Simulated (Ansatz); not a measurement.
`B[NH][AlH][SeH]` + H₂ → `B[NH][AlH2]` + H₂Se at 400 K and 1 bar (hydrogenolysis of the Al–Se bond).

Gas-phase electronic energies from Ansatz, PBE0-D4/def2-TZVP geometries. CBS: MP2 limit from def2 TZ/QZ plus the TZ coupled-cluster correction, frozen cores. This one scheme is used for every species. For Se outer-core shells are correlated without core-valence functions, which leaves a few kJ/mol of doubt a bond. Scalar relativity is left out up to krypton. One conformer a species, not always the lowest.

| species | CCSD(T)/CBS energy (Eh) | H − E (kJ/mol) | S (J/(mol·K)) |
| --- | --- | --- | --- |
| `B[NH][AlH][SeH]` | -2725.32924 | 172.8 | 383.3 |
| H₂ | -1.17544 | 38.0 | 139.0 |
| `B[NH][AlH2]` | -324.56557 | 160.0 | 314.9 |
| H₂Se | -2401.89790 | 49.4 | 229.5 |

H − E and S are ideal-gas, rigid-rotor, harmonic terms from PBE0-D4/def2-TZVP, for one conformer and one mirror image of each species. For small species the MP2-based limit differs from directly extrapolated CCSD(T) by up to some mEh (0.8 for H₂); such offsets cancel only in part. 1 Eh = 2625.50 kJ/mol, R = 8.31446 J/(mol·K).

By hand: ΔE, ΔH, ΔS and ΔG.

ΔE = (-324.56557) + (-2401.89790) − (-2725.32924) − (-1.17544) = 0.04121 Eh = 108.2 kJ/mol. Δ(H − E) = 160.0 + 49.4 − 172.8 − 38.0 = -1.4, so ΔH = 106.8 kJ/mol. ΔS = 314.9 + 229.5 − 383.3 − 139.0 = 22.1 J/(mol·K). ΔG = 106.8 − 400 × (22.1)/1000 = 98.0 kJ/mol.

By hand: the equilibrium constant, and the temperature at which ΔG would vanish if ΔH and ΔS stayed fixed.

log₁₀ K = −ΔG/(RT ln 10) = -12.8. ΔG = 0 at ΔH/ΔS = 4833 K, far beyond where these terms or the molecules hold.

ΔH outweighs TΔS. A doubt of 5 kJ/mol in ΔE shifts log₁₀ K by 0.7 here. Other conformers and mirror images would add mixing entropy, several J/(mol·K) or more a flexible species. These are equilibria of isolated gas molecules and say nothing of rates. Largest T1 diagnostic: 0.012 (customary marks: 0.02 for closed shells, 0.045 for open ones).
